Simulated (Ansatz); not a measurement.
```yaml
crystal:
  periodic: [false, false, false]
  atoms:
    - {symbol: O, position_ang: [0.822473, -1.661667, 1.100337]}
    - {symbol: C, position_ang: [0.225312, -1.031420, 0.140418]}
    - {symbol: Ge, position_ang: [-0.090315, 0.901428, 0.013366]}
    - {symbol: Cl, position_ang: [-1.489380, 1.106653, -1.567686]}
    - {symbol: H, position_ang: [-0.428197, -1.978201, -0.474522]}
    - {symbol: H, position_ang: [-0.590938, 1.255156, 1.376222]}
    - {symbol: H, position_ang: [1.305455, 1.462578, -0.444396]}
basis:
  gaussian: {orbitals: pcseg-2, point_charges: [{charge: -1.00, position_ang: [4.594, 0.474, -0.678]}]}
hamiltonian: {xc: {name: r2SCAN50}}
accuracy: high
```

```sh
$ ansatz run in.yaml --threads 2 --pin off --events-out ev --progress --plain --max-ram 4352MiB
```

It prints (some lines left out):

```
Functional definition: r2SCAN50
3052 factors; integrals over basis functions are off by at most 3.4e-8 eV
mean field evaluation 1: about -72167.1894 eV, gradient 4.0e1 eV
mean field evaluation 2: about -72162.1086 eV, gradient 6.7e1 eV
mean field evaluation 4: about -72170.3199 eV, gradient 2.6e0 eV
mean field evaluation 8: about -72170.4219 eV, gradient 2.4e-1 eV
mean field evaluation 16: about -72170.4221 eV, gradient 3.9e-4 eV
mean field -72170.42206669 eV, -2652.2140920816 hartree, gradient 5.6e-8 eV, S^2 0.000000; 0 other end points of the search recorded, 0 dependent functions left out
reference -72170.42206727 eV, -2652.2140921032 hartree; 33, 33 occupied and 146, 146 virtual orbitals, 3052 factors
Total energy: -72170.42206727 eV, -2652.2140921032 hartree
```

Run time 26 s (2 threads of an Arm Neoverse V2 on a shared host); peak host memory 0.93 GiB.
